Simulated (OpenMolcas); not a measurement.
## F3+: effect of the level shift or regulariser

```json
{"Program": "OpenMolcas 26.06", "Basis": "ANO-R3 [4s4p2d1f]", "Scalar Hamiltonian": "X2C, finite nucleus", "Active space": "4 electrons in 4 orbitals (2s 2p)", "State averaging": "2S+1 = 3 even, 3 roots; 2S+1 = 1 even, 6 roots; 2S+1 = 5 odd, 1 root; 2S+1 = 3 odd, 9 roots; 2S+1 = 1 odd, 8 roots", "Spin-orbit coupling": "state interaction with AMFI integrals over the reference wave functions, term energies averaged over their components"}
```

Methods on the same reference wave functions:
A. CASSCF
B. SS-CASPT2, IPEA 0.25 Eh, imaginary shift 0.1 Eh (closed shells correlated: 1s)
C. SS-CASPT2, IPEA 0.25 Eh, real shift 0.2 Eh (closed shells correlated: 1s)

Energies in cm⁻¹ above 2s² 2p² ³P₀, the measured ground level; measured values from Moore, Atomic Energy Levels, vol. I, NSRDS-NBS 35 (1971 reprint of NBS Circular 467, 1949).

```tsv
Level	A	B	C	Measured
2s² 2p² ³P₀	0.0	0.0	0.0	0.0
2s² 2p² ³P₁	214	214	214	225
2s² 2p² ³P₂	625	624	624	613
2s² 2p² ¹D₂	27834	25610	25610	25241
2s² 2p² ¹S₀	50896	53400	53400	53544
2s 2p³ ⁵S°₂	62525	71700	71690	
2s 2p³ ³D°₂	151043	146420	146450	147889
2s 2p³ ³D°₁	151044	146430	146450	147902
2s 2p³ ³D°₃	151047	146430	146460	147842
2s 2p³ ³P°₀	178026	174870	174890	
2s 2p³ ³P°₁	178028	174870	174890	175242
2s 2p³ ³P°₂	178031	174880	174900	175237
2s 2p³ ¹D°₂	244194	230030	230070	
2s 2p³ ³S°₁	251417	239530	239540	
2s 2p³ ¹P°₁	270945	258220	258250	257390
```

Deviations, from unrounded energies. A percentage is the sum of absolute deviations over the sum of measured energies, with the sign that they share, or ± where signs differ.

| Against measurement | Levels | A | B | C |
| --- | --- | --- | --- | --- |
| mean absolute deviation (cm-1) | 10 | 3400 | 640 | 640 |
| fine structure of the ground term (%) | 2 | ±2.7 | ±2.7 | ±2.7 |
| other terms of the ground configuration (%) | 2 | ±6.7 | ±0.6 | ±0.7 |
| other configurations (%) | 6 | +2.7 | ±0.6 | ±0.6 |

B, C lie about equally close to measurement and A furthest from it. The largest miss of C in the table is 2s 2p³ ³D°₁, by -1400 cm-1. The ranking rests on the paired levels alone, and a cruder setting can come out closer through cancelling errors.

Between B and C the level of the table that moves most is 2s 2p³ ¹D°₂, by 39 cm-1 (lowest in B, highest in C). Moves below CASPT2's spread within the term are not significant.

The two smallest mean deviations differ by little beside CASPT2's spread within terms, so their order carries little weight.

From A to B the spin-free energies of the other terms of 2s² 2p² shown, above ³P, scale by factors of 0.92 to 1.05.

The lowest spin-free term lies below A's lowest term by 0.085 hartree in B, 0.085 hartree in C.

CASPT2 breaks the degeneracy within a term, and the mean is taken; among the terms shown or strongly mixed into the levels shown the widest spread is 160 cm-1 (2s 2p³ ¹D°, B). Measured partners are found by configuration, term and J. A level has none where our copy of the source lacks it or the pairing is in doubt (some pairs that miss far off the trend of their configuration count as doubtful), and it then counts in no deviation. Only configurations of the active space appear.

° marks odd parity.
